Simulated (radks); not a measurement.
Valence configurations of Cu (all share [Ar]). All-electron calculation, scalar-relativistic Kohn-Sham, LDA (Slater exchange, Perdew-Wang correlation), spin-unpolarised, spherical densities, point nucleus. Program: a radial shooting solver on a logarithmic mesh with Libxc functionals. Order these by energy: 3d7 4s1 4p3; 3d10 4s1; 3d9 4s1.5 4p0.5; 3d10 4p1; 3d9.5 4s1 4p0.5; 3d8 4s1 4p2; 3d10 4s0.5 4p0.5; 3d9.5 4s1.5; 3d9 4s1 4p1; 3d9 4p2.

Answer. From the lowest, in eV above it: 3d10 4s1 0.000; 3d9.5 4s1.5 0.594; 3d10 4s0.5 4p0.5 2.075; 3d9.5 4s1 4p0.5 2.836; 3d10 4p1 4.255; 3d9 4s1.5 4p0.5 4.429; 3d9 4s1 4p1 6.941; 3d9 4p2 12.223; 3d8 4s1 4p2 19.503; 3d7 4s1 4p3 38.612. NIST lists [Ar] 3d10 4s1 as the ground configuration; this level of theory agrees among the configurations tried. The energies are those of spherical spin-averaged densities, not of single terms.
